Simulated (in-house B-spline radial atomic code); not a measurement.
The numbers below are computed, except where a source is named.
## Correlation energy from the adiabatic connection: −Z/r, Z = 2.15

Two electrons in a singlet, external potential −Z/r, Z = 2.15 (atomic units). Full CI in B-splines (partial waves to l = 8, correlation up to 0.6 % small) with the density held fixed gives W(λ) = <V_ee>_λ − U, and E_c is the integral of W(λ) − W(0) from 0 to 1.

| λ | W(λ) − W(0) (hartree) |
| --- | --- |
| 0 | 0.00000 |
| 0.02 | -0.00191 |
| 0.05 | -0.00475 |
| 0.12 | -0.01125 |
| 0.25 | -0.02284 |
| 0.4 | -0.03549 |
| 0.6 | -0.05126 |
| 0.8 | -0.06590 |
| 1 | -0.07951 |

Question: Integrate the table by the trapezoid rule.

Answer: The strips give -0.00002, -0.00010, -0.00056, -0.00222, -0.00437, -0.00867, -0.01172, -0.01454, which sum to -0.04220 hartree. The direct value, W(1) − W(0) + T_c with T_c = 0.03724, is -0.04227; the curve is convex, so chords lie above it and the trapezoids fall short in size by 0.16 %.

Question: Now use only three numbers: W(0) = -1.1186, the initial slope W'(0) = -0.09607 (extrapolated from the first points) and the strong-coupling limit of the point-charge-plus-continuum model, W∞ = -1.5952. What do second-order theory and the interpolation W(λ) = W∞ + (W(0) − W∞)/√(1 + 2χλ) of Seidl, Perdew and Levy give?

Answer: Second order keeps the slope alone: E_c = W'(0)/2 = -0.04804, +14 % in size against -0.04227. Matching the slope fixes χ = W'(0)/(W∞ − W(0)) = -0.09607/(-0.47660) = 0.20157. Integrating, with s = √(1 + 2χ) = 1.184545, E_c = −(W(0) − W∞)(s − 1)/(s + 1) = −0.47660 × 0.184545/2.184545 = -0.04026 hartree, -4.8 % in size against the full result. At λ = 1 the formula gives W − W(0) = -0.07425 against -0.07951. Part of the miss can come from the model's W∞.
